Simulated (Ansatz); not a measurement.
Consider the hydrogenolysis of a C–F bond: `N[SiH2]/N=C(/N)F` + H₂ → `N/C=N/[SiH2]N` + H–F.

Gas-phase electronic energies from Ansatz, PBE0-D4/def2-TZVP geometries. CCSD(T)/CBS adds triple-zeta CCSD(T) − MP2 to the extrapolated MP2 energy (def2 sets, frozen cores). This one scheme is used for every species. Double bonds are as drawn, so ΔE can hold a change between cis and trans. DFT in def2-TZVPP. One conformer a species, not always the lowest.

Task: Is it downhill or uphill in electronic energy at CCSD(T)/CBS, and by how much? (Best estimate.)

Result: The calculation gave: Downhill: ΔE = -57.0 kJ/mol.

Task: What do these levels give: PBE-D4, ωB97X-V, ωB97M-V, HF/def2-TZVPP, MP2/def2-TZVPP, HF/CBS(def2)? (Estimate.)

Result: Ansatz gave: PBE-D4 -39.6, ωB97X-V -38.1, ωB97M-V -41.1, HF/def2-TZVPP -49.0, MP2/def2-TZVPP -54.2, HF/CBS(def2) -50.2 kJ/mol.

Largest T1 diagnostic among the species: 0.013.

From PBE to PBE0 (25 % exact exchange), in def2-TZVPP and without D4, ΔE moves by −5.0 kJ/mol.
